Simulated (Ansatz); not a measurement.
A calculation with Ansatz (development build ahead of 0.2.0).

```yaml
crystal:
  periodic: [false, false, false]
  atoms:
    - { symbol: Ca, position_ang: [0.0, 0.0, 0.0] }
basis:
  gaussian: { orbitals: STO-3G }
hamiltonian:
  xc: hf
correlation:
  method: ccsd_t
  frozen_orbitals: { Ca: 5 }
```

The input is written out in the form of the current development build from the run's settings.

The run gave:

| Item | Value |
| --- | --- |
| Converged | yes |
| Reference energy | -669.98887 hartree |
| CCSD correlation energy | -0.03273 hartree |
| Triples correction | -0.00018 hartree |
| Total energy | -670.02178 hartree |
